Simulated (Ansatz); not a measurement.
Consider the ligand exchange at a Ge–C bond: `[CH3][GeH2][CH](F)F` + H₂S → `[CH3][GeH2][SH]` + `FCF`.

Gas-phase electronic energies from Ansatz, PBE0-D4/def2-TZVP geometries. CCSD(T)/CBS adds triple-zeta CCSD(T) − MP2 to the extrapolated MP2 energy (def2 sets, frozen cores). This one scheme is used for every species. DFT in def2-TZVPP. B3LYP here is the variant with VWN-RPA as its local correlation; programs differ in this. For Ge outer-core shells are correlated without core-valence functions, which leaves a few kJ/mol of doubt a bond. Scalar relativity is left out up to krypton. Each species was taken in one conformer, which may not be the lowest.

| level | ΔE (kcal/mol) | difference from CCSD(T)/CBS |
| --- | --- | --- |
| PBE-D4 | -19.4 | 0.9 |
| r2SCAN-D4 | -20.2 | 0.1 |
| PBE0-D4 | -21.0 | -0.7 |
| B3LYP-D4 | -20.1 | 0.2 |
| ωB97X-V | -19.7 | 0.6 |
| ωB97M-V | -19.6 | 0.7 |
| B2PLYP | -20.7 | -0.4 |
| PBE | -19.5 | 0.8 |
| r2SCAN | -20.2 | 0.1 |
| PBE0 | -21.1 | -0.8 |
| B3LYP | -20.0 | 0.3 |
| HF/def2-TZVPP | -23.9 | -3.6 |
| MP2/def2-TZVPP | -21.8 | -1.5 |
| SCS-MP2/def2-TZVPP | -21.4 | -1.1 |
| CCSD/def2-TZVPP | -20.4 | -0.1 |
| CCSD(T)/def2-TZVPP | -20.2 | 0.1 |
| HF/def2-QZVPP | -23.9 | -3.6 |
| MP2/def2-QZVPP | -21.8 | -1.5 |
| SCS-MP2/def2-QZVPP | -21.6 | -1.3 |
| HF/CBS(def2) | -23.9 | -3.6 |
| MP2/CBS(def2) | -21.9 | -1.6 |
| CCSD/CBS(def2) | -20.6 | -0.3 |
| CCSD(T)/CBS | -20.3 | 0 |

Largest T1 diagnostic among the species: 0.012.

From PBE to PBE0 (25 % exact exchange), in def2-TZVPP and without D4, ΔE moves by −1.6 kcal/mol. In def2-TZVPP, CCSD(T) changes the Hartree–Fock value by +3.7 kcal/mol (the triples alone add +0.2 kcal/mol) and MP2 by +2.1 kcal/mol.
